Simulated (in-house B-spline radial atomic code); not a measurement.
A fraction x of an electron is added to 5p in Sb, starting from [Kr] 4d10 5s2 5p3 and keeping the highest spin. Level of theory: scalar-relativistic (X2C) B3LYP, spin-polarised, spherical fractional occupations, Fermi nucleus of rms radius 4.6802 fm; calculated with a radial B-spline atomic code at the basis-set limit.

Caution: exact exchange at fractional occupations of open shells leaves self-interaction of up to several eV.

```csv
x,E(x) - E(0) (eV),5p down level (eV)
0,0.0000,-
0.1,-0.2895,-2.625
0.2,?,?
0.3,?,?
0.4,-0.8408,-1.072
0.5,-0.9235,-0.585
0.6,-0.9586,-0.119
```

(1) What belongs in the row x = 0.2?

(2) What belongs in the row x = 0.3?

(3) Check Janak's theorem between x = 0.4 and 0.5.

## Answers

(1) An energy change of -0.5254 eV; 5p down at -2.093 eV.

(2) An energy change of -0.7086 eV; 5p down at -1.575 eV.

(3) The slope of the energy is -0.83 eV; the orbital levels give -0.83 eV (ε of the filling orbital, averaged over the two points).
